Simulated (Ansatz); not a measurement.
Isolated molecules relaxed with PBE0-D4/def2-TZVP in Ansatz; ΔE leaves out vibrations. CBS: MP2 limit from def2 TZ/QZ plus the TZ coupled-cluster correction, frozen cores. This one scheme is used for every species. def2 core potentials past Kr. For Br, In outer-core shells are correlated without core-valence functions, which leaves a few kJ/mol of doubt a bond. Scalar relativity is left out up to krypton. Each species was taken in one conformer, which may not be the lowest.

Reaction (ligand exchange at the In–Br bond): `[CH3][InH][Br]` + H₂S → `[CH3][InH][SH]` + HBr

```tsv
species	CCSD(T)/CBS(def2) energy (Eh)
`[CH3][InH][Br]`	-2803.63750
H₂S	-398.97279
`[CH3][InH][SH]`	-628.67128
HBr	-2573.91920
```

**Question.** Work out ΔE.

**Answer.** ΔE = (-628.67128) + (-2573.91920) − (-2803.63750) − (-398.97279) = 0.01981 Eh = +52.0 kJ/mol.

Largest T1 diagnostic among the species: 0.013.

In def2-TZVPP, CCSD(T) changes the Hartree–Fock value by −18.8 kJ/mol (the triples alone add −2.7 kJ/mol) and MP2 by −18.8 kJ/mol. From PBE to PBE0 (25 % exact exchange), in def2-TZVPP and without D4, ΔE moves by +4.1 kJ/mol. Leaving LDA and LC-ωPBE aside and taking each functional with its dispersion term where it has one, the values, not all of them listed here, spread over 12.0 kJ/mol, from revPBE-D4 to BHLYP-D4. LDA lies −4.9 kJ/mol from PBE without D4.
